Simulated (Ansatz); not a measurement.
Ideal-gas functions of C3HGeN3 (`N#[C][GeH]([C]#N)[C]#N`) at 298.15 K and 1 bar, from an Ansatz frequency run at PBE0-D4/def2-TZVP.

Molar mass 151.67 g/mol, point group C3v (symmetry number 3), electronic degeneracy 1, moments of inertia 265.536, 265.804, 456.641 u Å². Harmonic wavenumbers (cm⁻¹, unscaled): 86, 86, 98, 250, 251, 254, 383, 383, 389, 486, 525, 525, 724, 724, 2253, 2346, 2346, 2350.

Use S(trans) = R[1.5 ln M + 2.5 ln T − 1.1517]; rotational temperatures θ = 24.2544 K / I; S(rot) = R[ln(√π/σ · √(T³/θAθBθC)) + 1.5]; for each mode x = 1.438777 ν̃/T, S = R[x/(eˣ − 1) − ln(1 − e⁻ˣ)] and H = RT x/(eˣ − 1); 1 cm⁻¹ = 0.0119627 kJ/mol; R = 8.31446 J/(mol·K).

Q: By hand: the entropy, in J/(mol·K).

A: Translation 171.5. Rotation: θ = 0.0913, 0.0912, 0.0531 K, giving 111.3. Vibration, mode by mode: 15.69, 15.69, 14.62, 7.24, 7.21, 7.12, 4.30, 4.30, 4.20, 2.90, 2.50, 2.50, 1.17, 1.17, 0.00, 0.00, 0.00, 0.00, in all 90.6. Electronic 0.0. Sum 373.4 J/(mol·K).

Q: By hand: H − E and G − E in kJ/mol, counted from the electronic energy.

A: Zero-point energy ½ × 14459 × 0.0119627 = 86.5; thermal vibration 14.5; translation, rotation and pV give 4 RT = 9.9. H − E = 110.9 kJ/mol, and G − E = 110.9 − 298.15 × 373.4/1000 = -0.4 kJ/mol.

Vibration gives 24 % of the entropy, 46.0 J/(mol·K) of it from the modes under 150 cm⁻¹: soft modes count most, and the harmonic formula is weakest for them.
